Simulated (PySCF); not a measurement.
CH3, charge +1. Atoms are numbered in the order given.

```xyz
4

C      0.0000     0.0000     0.0000
H      1.0934     0.0000     0.0000
H     -0.5467     0.9469     0.0000
H     -0.5467    -0.9469     0.0000
```
Charge +1, spin multiplicity 1.

Geometry: ωB97X-D3(BJ)/def2-TZVPD.

All values below come from PySCF with CAM-B3LYP/def2-TZVPD.

Symmetry labels are those of the subgroup C2v that the program uses (full group D3h).

Computed valence orbital energies around the gap with their symmetry:
| orbital | symmetry | energy (eV) |
|---|---|---|
| HOMO−3 | A1 | -291.36 |
| HOMO−2 | A1 | -30.55 |
| HOMO−1 | A1 | -23.20 |
| HOMO | B1 | -23.20 |
| LUMO | B2 | -11.59 |
| LUMO+1 | A1 | -4.67 |
| LUMO+2 | B1 | -2.74 |
| LUMO+3 | A1 | -2.74 |
